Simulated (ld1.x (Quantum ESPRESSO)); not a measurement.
Ranking TM semilocal potentials for sulfur (S)

All share these settings but for the change named:

S (Z = 16), norm-conserving Troullier–Martins (semilocal form), made with ld1.x (Quantum ESPRESSO) 7.5 (LDA (PZ), scalar-relativistic). Core [Ne], reference 3s2 3p4. Waves: 3p (bound): rc 1.50 bohr; 3s (bound): rc 1.45 bohr. Local part: the s channel. Core correction: a·sin(br)/r model core inside 1.20 bohr.

Cutoff: the first of the cutoffs (Ry, on a coarse ladder) from which the occupation-weighted sum of valence levels, in a spherical-Bessel basis at the reference potential, stays within 10 and 1 mRy of its value at 400 Ry; the density cutoff is not measured.

The base gives 40 Ry.

Of 10 variants that were run, those that failed, showed a ghost or another fault, or gave nearly equal values are left out.

A variant can come out equal or close to the base.

(1) Rank these variants from softest to hardest (loose cutoff).
A. wave 3s (bound): rc 1.45 bohr becomes 3s (bound): rc 1.90 bohr
B. wave 3s (bound): rc 1.45 bohr becomes 3s (bound): rc 1.10 bohr
C. wave 3s (bound): rc 1.45 bohr becomes 3s (bound): rc 2.06 bohr
D. wave 3s (bound): rc 1.45 bohr becomes 3s (bound): rc 1.34 bohr
E. wave 3s (bound): rc 1.45 bohr becomes 3s (bound): rc 1.64 bohr

Answers

(1) C (18 Ry), A (25 Ry), E (35 Ry), D (40 Ry), B (60 Ry).
